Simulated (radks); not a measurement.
Spherical quantum dot in the effective-mass picture: electrons in a parabolic well V = omega^2 r^2 / 2 with omega = 2.78, with a point charge +1 (a donor) at the centre, all in effective atomic units (hartree* = m*/eps^2 hartree, bohr* = eps/m* bohr), one dielectric constant everywhere. Calculated with a radial shooting solver with Libxc functionals: non-relativistic Kohn-Sham, LDA (Slater exchange, Perdew-Wang correlation), spin-polarised, spherical densities. Levels are named by radial order and angular momentum (1s, 1p, 1d, 2s, ...), and open shells are averaged over m. Results are scaled to m* = 0.092 and eps = 9.3, for which hartree* = 28.94 meV and bohr* = 5.349 nm.

N = 17, configuration 1s2 1p6 1d(up 5, down 2) 2s2. This is the lowest configuration that the search found. Occupied and some empty levels:

level    occupation  eigenvalue (meV)  <r> (nm)
1s up             1            492.29     4.167
1s down           1            494.16     4.135
1p up             3            551.91     5.756
1p down           3            554.57     5.747
2s up             1            604.06     5.957
2s down           1            605.98     5.980
1d up             5            608.76     6.755
1d down           2            611.55     6.762
1f up             0            668.22     7.542
1f down           0            670.88     7.557
2p up             0            675.56     6.849
2p down           0            677.37     6.859
1g up             0            730.48     8.216
1g down           0            732.89     8.235

Energy (meV): total 6576.97, kinetic 1481.9, external 2152.3, Hartree 3326.5, exchange-correlation -383.71.
